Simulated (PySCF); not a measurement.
**Dipole moment and polarisability of `C[P@](=O)(O)c1ccccc1`**

Compound: C₇H₉O₂P.
Structure used (PBE0-D3(BJ)/def2-SVP), in Å, numbered top down from 1:
```
atom  x, y, z in Å
C1     2.586    0.802   -0.259
P2     1.681   -0.566    0.484
O3     2.073   -0.931    1.873
O4     1.941   -1.713   -0.651
C5    -0.085   -0.185    0.346
C6    -0.798    0.072    1.522
C7    -2.155    0.381    1.458
C8    -2.804    0.425    0.224
C9    -2.098    0.155   -0.949
C10   -0.741   -0.152   -0.891
H11    2.403    1.706    0.338
H12    3.658    0.561   -0.229
H13    2.273    0.973   -1.298
H14    1.666   -2.577   -0.316
H15   -0.272    0.015    2.478
H16   -2.712    0.583    2.376
H17   -3.868    0.666    0.176
H18   -2.611    0.179   -1.914
H19   -0.188   -0.381   -1.806
```

Level: CAM-B3LYP/def2-SVPD (PySCF), static field, nuclei fixed, core orbitals frozen in the response. The polarisability tensor in these axes (au):

```
x   134.41  -9.71   0.14
y    -9.71  80.81   1.23
z     0.14   1.23 109.97
```

Diagonalise the tensor; give its mean and Δα, where Δα² is half the sum of the squared differences of the eigenvalues.

Principal values 79.06, 110.02 and 136.12 au; mean 108.40 au = 16.06 Å³ = 17.87 × 10⁻⁴⁰ C²·m²/J; Δα = 49.47 au (46 % of the mean).

What is the dipole moment, and where does it point?

(-2.39, 1.14, -2.66) D, 3.75 D in size, pointing from the negative to the positive side. Measured along this direction, the outermost atoms are O3 at the negative end and H18 at the positive end.

Find the Langevin capture rate constant for H3+ (3.023 u) meeting this molecule (156.034 u), k = 2.342 × 10⁻⁹ cm³/s × √(α in Å³ / reduced mass in u).

The reduced mass is 2.97 u, so k = 5.45 × 10⁻⁹ cm³/s. The formula leaves out the permanent dipole, which adds to the capture rate.

What would n − 1 = 2πNα be for an ideal gas of these molecules at 350 K and 1 atm, electronic part alone?

N = p/kT = 2.0968 × 10¹⁹ cm⁻³, so n − 1 = 2π × N × 16.06 × 10⁻²⁴ cm³ = 2116 × 10⁻⁶ at long wavelengths, for an ideal gas.

Form Σ f/ω² (atomic units) for the 10 lowest TDDFT singlets, given as eV and f, and set it beside the mean polarisability, which is this sum over all singlets: 5.36, 0.0076; 6.01, 0.0647; 6.25, 0.0019; 6.87, 0.1579; 6.92, 0.5607; 7.03, 0.2383; 7.05, 0.2923; 7.34, 0.0112; 7.40, 0.0065; 7.54, 0.0203.

They add up to 21.13 au, 19.5 % of the 108.40 au; the largest single term is 8.66 au, from the state at 6.92 eV. Terms in order: 0.20, 1.33, 0.04, 2.47, 8.66, 3.57, 4.36, 0.15, 0.09, 0.26 au. Higher excitations give the rest. The strengths listed sum to 1.361.

Geometry: PBE0-D3(BJ)/def2-SVP, one conformer, isolated molecule.
